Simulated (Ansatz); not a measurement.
Basis sets compared for GaGe₁₈H₂₈, a doped nanocrystal cut from the lattice of germanium (Ga on an inner site). Charge 0, multiplicity 2. Geometry PBE-D4/def2-SVP. Ansatz on 11 threads of AMD EPYC 7R13 on a shared host and a whole NVIDIA H100 80GB HBM3; times are rough, and most runs start from earlier orbitals.

```xyz
47

Ge    0.212   -4.000   -1.755
Ge   -4.261   -0.070    1.008
Ge    2.204   -2.610    1.418
Ge   -1.393    0.506    3.683
Ge    4.065   -3.022   -2.119
Ge    1.220   -0.705   -3.731
Ge    3.619    0.561   -0.641
Ga   -0.468   -0.470   -0.098
Ge   -2.374    2.468   -1.443
Ge    0.349    3.436    1.374
Ge   -3.446    3.632    2.249
Ge    2.377   -3.963   -0.616
Ge   -2.045   -0.828    1.735
Ge   -0.440   -1.683   -2.218
Ge   -4.069    2.267    0.314
Ge    1.865   -0.215    0.877
Ge   -1.279    2.888    3.117
Ge    3.451   -0.727   -2.716
Ge   -0.105    2.005   -0.559
H    -0.843   -4.676   -0.828
H     0.332   -4.855   -3.053
H    -5.328   -0.181    2.140
H    -4.747   -0.928   -0.199
H     0.996   -3.072    2.287
H     3.497   -2.728    2.288
H    -2.425    0.352    4.843
H    -0.010    0.036    4.225
H     4.154   -3.912   -3.393
H     5.462   -3.030   -1.430
H     1.309   -1.509   -5.065
H     0.832    0.758   -4.094
H     5.007    0.283    0.011
H     3.500    2.094   -0.870
H    -2.647    1.453   -2.593
H    -2.365    3.904   -2.058
H     1.821    3.267    1.845
H     0.152    4.924    0.952
H    -4.549    3.491    3.339
H    -3.363    5.134    1.842
H     2.797   -5.404   -0.187
H    -2.164   -2.323    2.173
H    -1.824   -1.703   -2.942
H    -5.420    2.779   -0.279
H     1.851    0.598    2.211
H    -0.938    3.716    4.396
H     4.497   -0.172   -3.734
H     0.932    2.234   -1.704
```

The 6-31G sets use Cartesian d functions. Single mean-field runs in 6-31G, def2-SVP, def2-TZVP are fitted with def2-universal-jkfit.

Binding counts from free atoms (Ge triplet, Ga doublet, H doublet) in the same basis, without a counterpoise term.

```csv
level,functions,energy (Eh),HOMO (eV),LUMO (eV),binding per atom (eV),wall time
HF/STO-3G,370,-38849.8491,-5.46,6.60,–,12 s
HF/6-31G,607,-39289.8467,-7.99,-1.60,1.85,8.5 s
PBE-D4/def2-SVP,748,-39317.2616,-5.17,-4.75,2.83,5.5 s
PBE0-D4/def2-SVP,748,-39318.3193,-6.09,-4.25,2.83,12 s
```

(1) Estimate the rows for PBE-D4/def2-TZVP (with forces), PBE0-D4/def2-TZVP (with forces).

## Answers

(1) 
```json
{"level": "PBE-D4/def2-TZVP (with forces)", "functions": "1080", "energy (Eh)": "-39322.2282", "HOMO (eV)": "-5.21", "LUMO (eV)": "-4.78", "binding per atom (eV)": "2.83", "wall time": "10 s"}
{"level": "PBE0-D4/def2-TZVP (with forces)", "functions": "1080", "energy (Eh)": "-39323.2666", "HOMO (eV)": "-6.09", "LUMO (eV)": "-4.24", "binding per atom (eV)": "2.83", "wall time": "26 s"}
```
